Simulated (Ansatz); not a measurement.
A CCSD(T) single point on `C[O][Al]([SH])[SH]`.

```yaml
crystal:
  periodic: [false, false, false]
  atoms:
    - {symbol: C, position_ang: [0.335681, -1.358028, 1.279192]}
    - {symbol: O, position_ang: [0.488200, -0.100456, 0.685539]}
    - {symbol: Al, position_ang: [-0.162547, 0.693922, -0.639360]}
    - {symbol: S, position_ang: [-1.637292, -0.304046, -1.893261]}
    - {symbol: S, position_ang: [0.499258, 2.717788, -1.069508]}
    - {symbol: H, position_ang: [1.297305, -1.879874, 1.300508]}
    - {symbol: H, position_ang: [-0.012592, -1.244694, 2.310459]}
    - {symbol: H, position_ang: [-0.382956, -1.991370, 0.745381]}
    - {symbol: H, position_ang: [-1.752563, 0.758012, -2.709606]}
    - {symbol: H, position_ang: [1.327506, 2.708735, -0.009342]}
basis:
  gaussian: {orbitals: def2-TZVPP}
correlation: {method: ccsd_t}
```

```sh
$ ansatz run in.yaml --threads 2 --pin off --events-out ev --progress --plain --max-ram 22528MiB --backend cuda --devices 0, --max-vram 18GiB
```

Log, shortened:

```
Functional definition: HF
1504 factors; integrals over basis functions are off by at most 1.1e-3 eV
mean field evaluation 1: about -31366.9940 eV, gradient 3.8e1 eV
mean field evaluation 2: about -31367.2451 eV, gradient 3.8e1 eV
mean field evaluation 4: about -31370.6321 eV, gradient 4.1e0 eV
mean field evaluation 8: about -31370.7148 eV, gradient 3.8e-1 eV
mean field evaluation 16: about -31370.7158 eV, gradient 1.3e-6 eV
mean field -31370.71577600 eV, -1152.8525409330 hartree, gradient 1.3e-6 eV, S^2 0.000000; 0 other end points of the search recorded, 0 dependent functions left out
17 core orbitals not correlated: weight in the atoms' cores, before any rotation towards them, 1.000 or more for the frozen orbitals, at most 0.000 for the correlated occupied ones
reference -31370.71577600 eV, -1152.8525409330 hartree; 15, 15 occupied and 226, 226 virtual orbitals, 1504 factors
second order -22.74916706 eV of doubles, -0.00000000 eV of singles
cycle   1  -23.53056147 eV  change   -7.8e-1 eV  update   1.0e-1
cycle   2  -24.08286310 eV  change   -5.5e-1 eV  update   3.1e-2
cycle   3  -24.20420568 eV  change   -1.2e-1 eV  update   1.6e-2
cycle   4  -24.19516138 eV  change    9.0e-3 eV  update   3.8e-3
cycle   5  -24.19325993 eV  change    1.9e-3 eV  update   1.8e-3
cycle   6  -24.19340186 eV  change   -1.4e-4 eV  update   5.3e-4
cycle   7  -24.19307564 eV  change    3.3e-4 eV  update   2.1e-4
cycle   8  -24.19307552 eV  change    1.2e-7 eV  update   6.0e-5
cycle   9  -24.19310283 eV  change   -2.7e-5 eV  update   2.3e-5
perturbative correction -1.00559636 eV, -0.0369549848 hartree
Total energy: -31395.91447519 eV, -1153.7785760481 hartree
```

It took 7.5 s on 2 threads of an AMD EPYC 7R13 on a shared host and a share of an NVIDIA H100 80 GB, with 0.83 GiB of host memory at the peak.

The correlation energy is -25.199 eV, 4.0 % of it from (T); the T1 diagnostic reads 0.0118.
